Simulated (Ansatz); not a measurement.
C2H5ClO2Si, SMILES `O=CC(Cl)O[SiH3]`. The species carries charge 0 and has multiplicity 1.

```xyz
11

O    -2.099   -1.785    1.326
C    -1.188   -1.015    1.392
C    -0.760   -0.138    0.230
Cl   -1.343    1.521    0.666
O     0.598   -0.190    0.108
Si    1.475    0.576   -1.087
H    -0.573   -0.874    2.303
H    -1.297   -0.408   -0.683
H     0.746    0.440   -2.374
H     1.668    2.008   -0.761
H     2.771   -0.135   -1.120
```

(1) List the harmonic frequencies (cm⁻¹, unscaled) at PBE0-D4/def2-TZVP in Ansatz. (Best estimate.)

(2) Is this a minimum?

(3) Give the ideal-gas thermochemistry at 298.15 K and 1 bar (rigid rotor, harmonic oscillator; point group C1, symmetry number 1).

(4) And at 400, 500, 600, 800 and 1000 K?

(5) Rotational constants (cm⁻¹)?

Answers

(1) The calculation gave: 48, 90, 118, 134, 254, 357, 372, 465, 694, 710, 736, 823, 939, 955, 959, 1017, 1101, 1178, 1263, 1338, 1403, 1862, 2232, 2258, 2275, 2955, 3097.

(2) Yes, all 27 modes are real.

(3) Zero-point energy 177.2 kJ/mol; H(298) − E = 200.4 kJ/mol; entropy 375.7 J/(mol·K), of which translation 169.0, rotation 119.2, vibration 87.5; G(298) − E = 88.3 kJ/mol. Modes under 100 cm⁻¹ are hindered rotations or soft bends, so the harmonic entropy is rough.

(4) 
```tsv
T (K)	H − E (kJ/mol)	S (J/mol/K)	G − E (kJ/mol)
400	213.3	412.8	48.1
500	228.0	445.6	5.2
600	244.4	475.5	-40.9
800	281.1	528.1	-141.4
1000	321.5	573.1	-251.6
```

(5) 0.1125, 0.04925, 0.03613.
